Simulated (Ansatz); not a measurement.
`Sc1cc2sc(-c3cc4sc(-c5cc6sc(-c7cc8sc(-c9cc%10sc(-c%11cc%12sc(S)cc%12s%11)cc%10s9)cc8s7)cc6s5)cc4s3)cc2s1` with charge +1. Total charge 1; doublet. Geometry PBE-D4/def2-SVP, that of the neutral singlet.

```xyz
64

S     4.809    6.299  -17.546
C     4.415    5.809  -15.902
C     3.151    5.488  -15.422
C     3.211    5.018  -14.083
S     2.034    4.489  -12.914
C     3.292    4.246  -11.693
C     2.930    3.771  -10.381
C     1.653    3.582   -9.849
C     1.705    3.098   -8.521
S     0.520    2.661   -7.323
C     1.787    2.260   -6.153
C     1.433    1.785   -4.839
C     2.251    1.135   -3.911
C     1.546    0.819   -2.726
S     1.944    0.018   -1.231
C     0.297    0.239   -0.622
C    -0.072   -0.249    0.683
C    -1.362   -0.437    1.189
C    -1.336   -0.920    2.516
S    -2.548   -1.358    3.689
C    -1.306   -1.800    4.872
C    -1.701   -2.278    6.170
C    -2.993   -2.473    6.667
C    -2.977   -2.952    7.997
S    -4.195   -3.385    9.163
C    -2.961   -3.795   10.364
C    -3.362   -4.258   11.668
C    -4.652   -4.375   12.188
C    -4.641   -4.860   13.520
S    -5.855   -5.219   14.715
C    -4.623   -5.766   15.858
S    -5.055   -6.241   17.497
C    -3.336   -5.643   15.349
C    -3.351   -5.126   14.027
S    -2.133   -4.766   12.835
C    -1.669   -3.605    9.867
C    -1.684   -3.131    8.535
S    -0.466   -2.696    7.368
C    -0.016   -1.613    4.366
C    -0.040   -1.118    3.041
S     1.170   -0.672    1.870
C    -0.518    0.894   -1.549
C     0.189    1.213   -2.731
S    -0.212    2.011   -4.226
C     3.065    2.448   -6.685
C     3.012    2.914   -8.019
S     4.197    3.341   -9.223
C     4.561    4.558  -12.184
C     4.511    4.986  -13.535
S     5.684    5.511  -14.710
H     5.268    7.555  -17.255
H     2.242    5.608  -16.024
H     0.734    3.799  -10.410
H     3.300    0.883   -4.110
H    -2.268   -0.251    0.599
H    -3.897   -2.270    6.077
H    -5.553   -4.105   11.620
H    -5.696   -7.409   17.185
H    -2.445   -5.931   15.920
H    -0.766   -3.799   10.461
H     0.890   -1.832    4.945
H    -1.568    1.143   -1.352
H     3.984    2.273   -6.111
H     5.473    4.480  -11.578
```

Single mean-field runs in def2-SVP are fitted with def2-universal-jkfit.

**Question.** Estimate the α-spin orbital energies around the gap (eV) in Ansatz with PBE-D4/def2-SVP, PBE0-D4/def2-SVP.

**Answer.** 
| orbital | PBE-D4/def2-SVP | PBE0-D4/def2-SVP |
| --- | --- | --- |
| HOMO−5 | -7.65 | -8.76 |
| HOMO−4 | -7.61 | -8.64 |
| HOMO−3 | -7.59 | -8.60 |
| HOMO−2 | -7.32 | -8.29 |
| HOMO−1 | -6.90 | -7.73 |
| HOMO | -6.66 | -7.50 |
| LUMO | -5.23 | -4.92 |
| LUMO+1 | -4.82 | -4.38 |
| LUMO+2 | -4.39 | -3.85 |
| LUMO+3 | -3.99 | -3.36 |
| LUMO+4 | -3.63 | -2.94 |
| LUMO+5 | -3.37 | -2.55 |
| β HOMO | -6.81 | -7.37 |
| β LUMO | -6.55 | -6.65 |
